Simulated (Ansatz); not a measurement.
Program: Ansatz. Geometries: PBE0-D4/def2-TZVP. ΔE: electronic, gas phase. CCSD(T)/CBS is the MP2 limit (def2-TZVPP, def2-QZVPP) plus CCSD(T) − MP2 in def2-TZVPP, frozen cores. DFT in def2-TZVPP. B3LYP here is the variant with VWN-RPA as its local correlation; programs differ in this. def2 core potentials past Kr. For Zr outer-core shells are correlated without core-valence functions, which leaves a few kJ/mol of doubt a bond. Each species was taken in one conformer, which may not be the lowest.

Reaction (redistribution): `CO[Si]OC` + `[CH3][Zr]([NH2])([OH])[F]` → `CO[Si]C` + `C[O][Zr]([NH2])([OH])[F]`

| level | ΔE (kJ/mol) | difference from CCSD(T)/CBS |
| --- | --- | --- |
| PBE-D4 | -31.5 | -0.6 |
| r2SCAN-D4 | -30.4 | 0.5 |
| PBE0-D4 | -31.8 | -0.9 |
| B3LYP-D4 | -28.9 | 2.0 |
| ωB97X-V | -32.4 | -1.5 |
| ωB97M-V | -27.8 | 3.1 |
| B2PLYP | -32.4 | -1.5 |
| PBE | -32.8 | -1.9 |
| r2SCAN | -30.8 | 0.1 |
| PBE0 | -33.0 | -2.1 |
| B3LYP | -30.9 | 0.0 |
| HF/def2-TZVPP | -34.5 | -3.6 |
| MP2/def2-TZVPP | -33.0 | -2.1 |
| SCS-MP2/def2-TZVPP | -33.5 | -2.6 |
| CCSD/def2-TZVPP | -33.4 | -2.5 |
| CCSD(T)/def2-TZVPP | -33.3 | -2.4 |
| HF/def2-QZVPP | -33.5 | -2.6 |
| MP2/def2-QZVPP | -31.3 | -0.4 |
| SCS-MP2/def2-QZVPP | -32.0 | -1.1 |
| HF/CBS(def2) | -33.4 | -2.5 |
| MP2/CBS(def2) | -30.6 | 0.3 |
| CCSD/CBS(def2) | -30.9 | 0.0 |
| CCSD(T)/CBS | -30.9 | 0 |

Largest T1 diagnostic among the species: 0.016.
